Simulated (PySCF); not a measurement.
C₂H₅ClSi. Atoms are numbered in the order given.

```xyz
9

Si    -0.4072    -0.5824    -0.2358
Cl    -1.3000     1.0310     0.7118
C      1.4314    -0.5349     0.0374
C      2.2934    -0.4201    -0.9803
H     -0.6875    -0.4908    -1.6931
H     -1.0203    -1.8100     0.3371
H      1.8277    -0.6033     1.0591
H      3.3788    -0.3984    -0.8257
H      1.9521    -0.3408    -2.0199
```
Charge 0, spin multiplicity 1.

Coordinates come from a ωB97X-D3(BJ)/def2-SVP optimisation. The values are those of a single conformer.

All values below come from KT2/pcSseg-1 in PySCF.

GIAO shieldings, no solvent; atoms listed in one row are averaged. δ = σ(ref) − σ: ²⁹Si against TMS (σ = 361.9 ppm); ³⁵Cl against HCl (σ = 945.4 ppm); ¹³C against TMS (σ = 185.1 ppm); ¹H against TMS (σ = 31.47 ppm), references at their B3LYP-D3(BJ)/def2-TZVP geometries, non-relativistic (without spin–orbit terms, shifts of atoms bonded to Cl or Br come out too high).

```tsv
nucleus	atoms	count	δ (ppm)
²⁹Si	Si1	1	-9.6
³⁵Cl	Cl2	1	-19.9
¹³C	C4	1	137.9
¹³C	C3	1	133.7
¹H	H7	1	6.54
¹H	H8	1	6.51
¹H	H9	1	6.38
¹H	H6	1	5.71
¹H	H5	1	5.33
```
